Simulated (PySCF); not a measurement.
Compound: C6H7N2PS.
Numbering: `[N:1]#[C:2][CH2:3][P:4]([NH2:5])[c:6]1[cH:7][cH:8][s:9][cH:10]1` (hydrogens: H11, H12 on C3; H13, H14 on N5; H15 on C7; H16 on C8; H17 on C10)

Level: PBE0/pcSseg-1 and CAM-B3LYP/def2-SVPD in PySCF, non-relativistic, on one gas-phase PBE0-D3(BJ)/def2-SVP geometry that isn't relaxed in the solvent. The solvent is an IEF-PCM continuum (van der Waals radii × 1.2). Specific hydrogen bonds and non-electrostatic terms are outside this model.

Gas phase at PBE0/pcSseg-1: HOMO -7.28 eV, LUMO -0.87 eV, dipole 5.10 D.

Task: What does the continuum do to the energy, the frontier levels and the dipole at PBE0/pcSseg-1 in benzene and chloroform?

Result: 
```csv
solvent,ε,E(solvent) − E(gas) (kcal/mol),polarisation term (kcal/mol),distortion of the solute (kcal/mol),HOMO (eV),LUMO (eV),dipole (D)
benzene,2.271,-5.41,-5.85,0.44,-7.17,-0.75,5.79
chloroform,4.711,-8.72,-9.88,1.16,-7.14,-0.71,6.24
```

The polarisation term is half the interaction of the solute with the surface charges that it induces; the rest is the cost of distorting the solute's density. The sum is the electrostatic part of solvation alone. From benzene to chloroform the lowering changes by a factor 1.61, Onsager's factor (ε − 1)/(2ε + 1) by 1.55 and ε itself by 2.1.

Task: Which radius a makes the point-dipole formula ΔE = −[(ε − 1)/(2ε + 1)]·μ²/a³ give the value in chloroform, with the gas-phase dipole?

Result: μ = 2.006 au and |ΔE| = 0.01390 Eh give a = 2.48 Å; the farthest nucleus lies 3.66 Å from the centroid of the nuclei, so such a sphere wouldn't even hold the nuclei. The formula assumes a rigid point dipole at the centre of a sphere.

Task: Which Hirshfeld charges (PBE0/pcSseg-1) respond most in benzene (means over atoms taken as equivalent)?

Result: 
| atoms | environment | gas (e) | solvent (e) | change |
| --- | --- | --- | --- | --- |
| N1 | nitrile nitrogen | -0.233 | -0.262 | -0.029 |
| C2 | nitrile carbon | +0.069 | +0.076 | +0.007 |
| H11/H12 | methylene hydrogen | +0.061 | +0.067 | +0.006 |
| H15 | aromatic hydrogen | +0.051 | +0.057 | +0.006 |
| H13/H14 | N–H hydrogen | +0.118 | +0.123 | +0.005 |
| P4 | three-coordinate phosphorus | +0.205 | +0.200 | -0.005 |

Gas phase at CAM-B3LYP/def2-SVPD: HOMO -8.53 eV, LUMO 0.18 eV, dipole 5.03 D.

Task: What does the continuum do to the energy, the frontier levels and the dipole at CAM-B3LYP/def2-SVPD in benzene?

Result: 
| solvent | ε | E(solvent) − E(gas) (kcal/mol) | polarisation term (kcal/mol) | distortion of the solute (kcal/mol) | HOMO (eV) | LUMO (eV) | dipole (D) |
| --- | --- | --- | --- | --- | --- | --- | --- |
| benzene | 2.271 | -5.36 | -5.84 | 0.48 | -8.40 | 0.32 | 5.77 |

Task: How does the static polarisability (CAM-B3LYP/def2-SVPD, frozen core, with the continuum's full static response) change?

Result: 
| medium | isotropic (au) | principal values (au) | ⟨r²⟩ of the electrons (bohr²) |
| --- | --- | --- | --- |
| gas | 121.8 | 104.6, 113.4, 147.3 | 2019.0 |
| benzene | 141.9 | 121.8, 131.6, 172.4 | 2019.5 |

The isotropic value in benzene is 1.17 times the gas-phase one; no cavity-field correction is applied. ⟨r²⟩ is taken about the centre of nuclear charge.

On an Arm Neoverse V2 with one thread, shared host, this took 39 s and 1.2 GiB of memory at its peak. This is the whole shielding run at PBE0/pcSseg-1 in chloroform, SCF included.

Shape of the structure used: `[N:1]#[C:2][CH2:3][P:4]([NH2:5])[c:6]1[cH:7][cH:8][s:9][cH:10]1`: C2–C3–P4–N5 -172°, C3–P4–C6–C7 -56°, H–N5–P4–C3 72°, H–N5–P4–C3 -155°.
